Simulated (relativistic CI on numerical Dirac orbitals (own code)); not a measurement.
## L2,3 absorption of iron in several valence states

Computed multiplet spectra 2p⁶3dⁿ → 2p⁵3dⁿ⁺¹ (Dirac-Coulomb-Breit ions, Slater integrals scaled by 0.8, an assumed crystal field that grows with the charge, no charge transfer; 300 K; Lorentzian 0.4 eV and Gaussian 0.3 eV FWHM at both edges, so that L2 comes out sharper than in experiment). Peaks over 5 % are given in eV from the highest peak in the L3 region of each spectrum (height, largest 100). S of the lowest state is read from ⟨S²⟩, and the branching ratio is the share of L3, cut at the minimum between the edges.

Field parameters in Wybourne normalisation: Oh B⁴₀ = 21Dq, B⁴₄ = √(5/14) B⁴₀. The field is a parameter set, without covalency.

- Fe2+ (d6, Oh, 10Dq = 17050 cm⁻¹): S = 0.03, low spin, branching ratio 0.65; peaks -2.1 (7), 0.0 (100), 1.9 (32), 12.0 (53), 13.2 (15)
- Fe4+ (d4, Oh, 10Dq = 26950 cm⁻¹): S = 1.15, low spin, branching ratio 0.69; peaks -5.3 (43), -3.3 (55), -1.8 (98), -1.0 (100), 0.0 (100), 8.6 (20), 9.8 (52), 10.9 (63), 12.9 (20), 13.9 (14), 15.2 (7)
- Fe5+ (d3, Oh, 10Dq = 31950 cm⁻¹): S = 1.50, branching ratio 0.60; peaks -4.3 (38), -2.0 (46), -0.5 (69), 0.0 (76), 0.9 (68), 1.4 (68), 4.8 (10), 5.6 (8), 7.1 (7), 8.7 (19), 9.6 (42), 10.9 (100), 12.2 (36), 13.3 (32), 14.0 (45)

What spin state follows for Fe3+ in Oh, 10Dq = 22000 cm⁻¹, and does its branching ratio lie nearer 2/3 or nearer 0.8?

Fe3+ (d5, Oh, 10Dq = 22000 cm⁻¹): S = 2.50, high spin, branching ratio 0.77; peaks -2.7 (42), 0.0 (100), 1.5 (22), 3.7 (7), 10.5 (13), 12.3 (9), 13.3 (15), 14.7 (11). High-spin states, above all those with an unquenched orbital moment, raise the ratio above the statistical 2/3; low spin and nearly empty shells keep it near or below 2/3.

The centroid of the whole edge, which also moves with the branching ratio, lies at 714.8 (Fe2+), 716.2 (Fe3+), 720.4 (Fe4+), 726.1 (Fe5+) eV in this ionic model, in steps of 1.4 to 5.7 eV. Compounds show about 1 to 2 eV a unit and lower energies for the high valences, since ligands screen the charge. The multiplet shape follows the d count and the spin state, and so serves as a fingerprint of valence. Fe4+ lies at a spin crossover.
